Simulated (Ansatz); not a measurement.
C4H8Cl2Si (SMILES C=CC[Si](C)(Cl)Cl), singlet, geometry from GFN2-xTB, with bond 9-1 at 1.8 times its length; Ansatz (a first-principles code) with SC-NEVPT2/STO-3G, CASSCF(2,3).

Input for Ansatz:
Ansatz 0.2 input:
```yaml
crystal:
  periodic: [false, false, false]
  atoms:
    - {symbol: C, position_ang: [-2.55486469, -0.97311245, -1.60919502]}
    - {symbol: C, position_ang: [-1.77864667, -1.30165834, -0.59344028]}
    - {symbol: C, position_ang: [-0.29624957, -1.46686817, -0.68521581]}
    - {symbol: Si, position_ang: [0.63465752, 0.00288998, 0.12195345]}
    - {symbol: C, position_ang: [2.52014409, -0.21995375, 0.02109440]}
    - {symbol: Cl, position_ang: [0.08165760, 0.14535317, 2.07112651]}
    - {symbol: Cl, position_ang: [0.09619575, 1.71193227, -0.82927820]}
    - {symbol: H, position_ang: [-3.61808118, -0.84970364, -1.49789696]}
    - {symbol: H, position_ang: [-1.83743028, -0.69213367, -3.38971772]}
    - {symbol: H, position_ang: [-2.20035229, -1.44619892, 0.39221428]}
    - {symbol: H, position_ang: [-0.00566482, -2.39259984, -0.18638599]}
    - {symbol: H, position_ang: [-0.00329460, -1.55096213, -1.73210574]}
    - {symbol: H, position_ang: [3.03516914, 0.62091015, 0.47708454]}
    - {symbol: H, position_ang: [2.84205859, -1.11974471, 0.53632330]}
    - {symbol: H, position_ang: [2.85544428, -0.28944357, -1.00908816]}
basis:
  gaussian:
    orbitals: STO-3G
magnetization: {spin_polarized: false}
correlation: {method: sc_nevpt2, electrons: all, active_space: {window: {electrons: 2, orbitals: 3}}}
```

What does Ansatz print? Leave out banner, timings and long lists.


```
Functional definition: HF
685 factors; integrals over basis functions are off by at most 3.8e-5 eV
mean field evaluation 1: about -36703.5405 eV, gradient 2.4e1 eV
mean field evaluation 2: about -36703.7192 eV, gradient 2.4e1 eV
mean field evaluation 4: about -36706.4990 eV, gradient 1.5e0 eV
mean field evaluation 8: about -36706.5101 eV, gradient 3.4e-5 eV
mean field -36706.51010307 eV, -1348.9393657215 hartree, gradient 1.0e-6 eV, S^2 0.000000; 0 other end points of the search recorded, 0 dependent functions left out; unrestricted orbitals would lower it
reference -36706.51010307 eV, -1348.9393657215 hartree; 40, 40 occupied and 15, 15 virtual orbitals, 685 factors
state -36708.76450039 eV, -1349.0222132951 hartree
state -36708.76450039 eV, -1349.0222132951 hartree; corrected -36715.83022865 eV, -1349.2818740195 hartree
WARN: 1 active orbitals are nearly empty or full. The corrections depend on them more than the energy does, and are more stable in an active space without them
Total energy: -36715.83022865 eV, -1349.2818740195 hartree
```
